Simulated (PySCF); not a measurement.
# Dipole response of In²⁺ (indium, charge +2)

[Kr] 4d10 5s1, 2S determinant. Computed with PySCF 2.14 in aug-cc-pV5Z-PP with ECP28MDF, with a scalar-relativistic core potential. Coupled (time-dependent) response in atomic units; α is the mean over directions.

| method | mean α (bohr³) | C₆ (like pair) | S(−4) |
| --- | --- | --- | --- |
| PBE0 | 13.86 | 63.80 | 127.3 |
| BP86 | 13.10 | 61.01 | 107.7 |

S(−4) is the Cauchy moment in α(ω) = α(0) + S(−4) ω² + …

α(iu) at PBE0:

```csv
u (hartree),α(iu) (bohr³)
0,13.86
0.0500,13.55
0.100,12.72
0.200,10.41
0.300,8.313
0.500,5.681
0.750,4.058
1.00,3.163
1.50,2.160
2.00,1.589
3.00,0.9590
5.00,0.4444
```

A single London oscillator, α(iu) = α/(1 + u²/ω²), gives C₆ = (3/4) ω α². Matching the computed C₆ needs ω = 4 × 63.80 / (3 × 13.86²) = 0.443 hartree.

For an ion, C₆ is the dispersion term alone; charge-induced terms of lower order in 1/R come first.

Energies and moments cover only the electrons outside the core potential.
